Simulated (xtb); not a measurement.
C5H9N, SMILES C=CC(N)C=C. All values are semi-empirical tight-binding results from xtb (GFN2-xTB unless named), good for trends rather than for accurate numbers. Geometry optimised at GFN2-xTB. One conformer was computed; it need not be the lowest.

| Item | Result |
|---|---|
| orbital gap | 4.01 eV |
| dipole moment | 1.40 D |
| zero-point energy | 79.7 kcal/mol |
| G − E(el) at 298.15 K (modified RRHO) | 59.9 kcal/mol |
| static polarisability (D4 model) | 71.0 bohr³ |
| solvation energy, GFN2-xTB/ALPB(water) | -2.8 kcal/mol |
| solvation energy, GFN2-xTB/ALPB(toluene) | -5.1 kcal/mol |

Give the IR lines (harmonic; lines under 4 % of the strongest left out, lines within 3 cm⁻¹ merged). (The exact figures need the calculation; the answer reports its results.)

ν (cm⁻¹): 247 (m), 618 (w), 695 (w), 874 (w), 894 (w), 898 (w), 934 (vs), 967 (vs), 1016 (w), 1022 (m), 1028 (w), 1096 (m), 1121 (w), 1237 (w), 1321 (w), 1560 (m), 1705 (w), 2939 (m), 3041 (m), 3054 (s), 3095 (m), 3101 (m), 3118 (s), 3125 (s), 3378 (w), 3411 (w) (against the strongest line: vs over 80 %, s over 45 %, m over 15 %, w over 4 %, vw less)
